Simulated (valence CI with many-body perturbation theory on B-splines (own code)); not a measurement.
Energy levels of Ag IX

Method: valence CI with perturbative core correlation (CI+MBPT): three valence electrons over a frozen Dirac-Fock core [Kr], a basis of 7 s, 7 p, 8 d, 6 f, 4 g, 1 h functions for each j, with the one-electron correlation potential Σ1 (screened to all orders), the two-electron term Σ2, the three-electron term Σ3, Breit, model QED; selected single and double excitations, second order for the rest (own B-spline code, finite nucleus).

No measured spectrum was set against this ion. As an estimate, terms of the open shell hold to 2 to 4 % of their energy, and close levels can change places; different configurations can be misplaced against each other by 1,000 to 8,000 cm⁻¹. The list stops below the first excitations out of the core. Only levels of the ground parity were solved; by the run's estimate the other parity begins above the list, which can be wrong where configurations are misplaced.

Levels 1 to 26 of 26, with energies above the lowest level, 4d³ ⁴F_3/2. "Leading %" is the weight of the configuration and term that name the level; weights of strongly mixed levels are sums over their largest components and can fall short. Lifetimes count E1, E2, E3, M1 and M2 decay at the calculated energies, and are blank where another channel may lead or the interval is too uncertain; long ones can be off by a factor of two.

```csv
No.,Configuration,Term,J,E (cm⁻¹),Leading %,Lifetime,Second component
1,4d³,⁴F,3/2,0,95,,4 % 4d³ ²D
2,4d³,⁴F,5/2,3103,98,801 ms,
3,4d³,⁴F,7/2,6526,97,597 ms,
4,4d³,⁴F,9/2,9883,91,1.03 s,8 % 4d³ ²G
5,4d³,⁴P,3/2,18081,69,278 ms,23 % 4d³ ²P
6,4d³,⁴P,1/2,18833,87,2.60 s,13 % 4d³ ²P
7,4d³,²G,7/2,22158,96,84.3 ms,
8,4d³,²G,9/2,23152,48,90.6 ms,45 % 4d³ ²H
9,4d³,⁴P,5/2,23420,96,406 ms,
10,4d³,²D,3/2,27778,52,30.9 ms,25 % 4d³ ⁴P
11,4d³,²P,1/2,29449,87,88.2 ms,13 % 4d³ ⁴P
12,4d³,²H,11/2,31014,100,298 ms,
13,4d³,²H,9/2,32042,54,61.6 ms,44 % 4d³ ²G
14,4d³,²D,5/2,34046,95,41.7 ms,
15,4d³,²P,3/2,37354,57,32.3 ms,36 % 4d³ ²D
16,4d³,²F,7/2,44836,98,80.4 ms,
17,4d³,²F,5/2,45433,96,108 ms,
18,4d³,²D,5/2,69696,95,11.6 ms,
19,4d³,²D,3/2,70120,99,15.6 ms,
20,4d²5s,⁴F,3/2,329410,96,2.49 μs,
21,4d²5s,⁴F,5/2,331530,89,2.35 μs,8 % 4d²5s ²F
22,4d²5s,⁴F,7/2,335650,96,2.40 μs,
23,4d²5s,⁴F,9/2,340220,98,2.41 μs,
24,4d²5s,²F,5/2,341380,85,1.57 μs,10 % 4d²5s ⁴F
25,4d²5s,²F,7/2,348230,91,1.51 μs,5 % 4d²5s ²G
26,4d²5s,⁴P,1/2,348910,96,2.05 μs,
```

Names give the largest LS component (configuration and term), which can be under half, so a name can repeat, a term be missing and a line seem to break the LS rules; names also repeat where a configuration has a term twice.

The ionisation energy to 4d² ³F2 of the next ion comes out as 146.4 eV (NIST: 145.1 ± 2.2 eV (theoretical)). All 26 levels together are meant to be complete up to 349080 cm⁻¹.
